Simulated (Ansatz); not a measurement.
The cluster Te2Au3, 5 atoms. Hardware: 4 threads of Intel Xeon Platinum 8259CL on a shared host.

In the def2 sets Au, Te take a core potential; there is no spin–orbit coupling. Correlated methods freeze 8 core orbitals; core or outer-core shells of Au, Te are correlated, in sets that lack core-valence functions.

Question: How many basis functions does each of these Ansatz runs have, and roughly what does it cost? B2PLYP/def2-TZVP, charge 0 doublet, energy, from earlier orbitals; PBE-D4/def2-SVP, charge 0 doublet, relaxation, 12 steps; PBE-D4/def2-SVP, charge 0 doublet, energy with a search over starts; PBE0-D4/def2-SVP, charge 0 doublet, energy, from earlier orbitals; CAM-B3LYP-D4/def2-TZVP, charge 0 doublet, energy, from earlier orbitals; PBE-D4/def2-SVP, charge 0 doublet, energy, from earlier orbitals; PBE0-D4/def2-TZVP, charge 0 doublet, energy, from earlier orbitals; RPA@PBE/def2-TZVP, charge 0 doublet, energy, from earlier orbitals; PBE-D4/def2-TZVP, charge 0 doublet, energy and forces, from earlier orbitals; r2SCAN-D4/def2-TZVP, charge 0 doublet, energy, from earlier orbitals; LDA (SPW92)/def2-TZVP, charge 0 doublet, energy, from earlier orbitals; MP2/def2-TZVP, charge 0 doublet, energy, from earlier orbitals.

Answer: Other jobs shared the machine, so times can vary by a factor of up to 3. A dash marks memory too small to be measured apart from the calling script's.

```json
{"run": "LDA (SPW92)/def2-TZVP, charge 0 doublet, energy, from earlier orbitals", "functions": "220", "fitting or Cholesky vectors": "1846", "wall time": "5 s", "peak host memory (GiB)": "–"}
{"run": "PBE-D4/def2-SVP, charge 0 doublet, energy, from earlier orbitals", "functions": "148", "fitting or Cholesky vectors": "1600", "wall time": "5.5 s", "peak host memory (GiB)": "–"}
{"run": "PBE-D4/def2-TZVP, charge 0 doublet, energy and forces, from earlier orbitals", "functions": "220", "fitting or Cholesky vectors": "1846", "wall time": "8.5 s", "peak host memory (GiB)": "–"}
{"run": "PBE0-D4/def2-SVP, charge 0 doublet, energy, from earlier orbitals", "functions": "148", "fitting or Cholesky vectors": "1644", "wall time": "11 s", "peak host memory (GiB)": "0.77"}
{"run": "PBE0-D4/def2-TZVP, charge 0 doublet, energy, from earlier orbitals", "functions": "220", "fitting or Cholesky vectors": "2088", "wall time": "16 s", "peak host memory (GiB)": "1.1"}
{"run": "PBE-D4/def2-SVP, charge 0 doublet, energy with a search over starts", "functions": "148", "fitting or Cholesky vectors": "1600", "wall time": "18 s", "peak host memory (GiB)": "0.56"}
{"run": "r2SCAN-D4/def2-TZVP, charge 0 doublet, energy, from earlier orbitals", "functions": "220", "fitting or Cholesky vectors": "1846", "wall time": "19 s", "peak host memory (GiB)": "0.6"}
{"run": "RPA@PBE/def2-TZVP, charge 0 doublet, energy, from earlier orbitals", "functions": "220", "fitting or Cholesky vectors": "2088", "wall time": "20 s", "peak host memory (GiB)": "1.1"}
{"run": "MP2/def2-TZVP, charge 0 doublet, energy, from earlier orbitals", "functions": "220", "fitting or Cholesky vectors": "2088", "wall time": "27 s", "peak host memory (GiB)": "1.1"}
{"run": "B2PLYP/def2-TZVP, charge 0 doublet, energy, from earlier orbitals", "functions": "220", "fitting or Cholesky vectors": "2088", "wall time": "35 s", "peak host memory (GiB)": "1.3"}
{"run": "PBE-D4/def2-SVP, charge 0 doublet, relaxation, 12 steps", "functions": "148", "fitting or Cholesky vectors": "1600", "wall time": "41 s", "peak host memory (GiB)": "–"}
{"run": "CAM-B3LYP-D4/def2-TZVP, charge 0 doublet, energy, from earlier orbitals", "functions": "220", "fitting or Cholesky vectors": "1969", "wall time": "90 s", "peak host memory (GiB)": "1.4"}
```
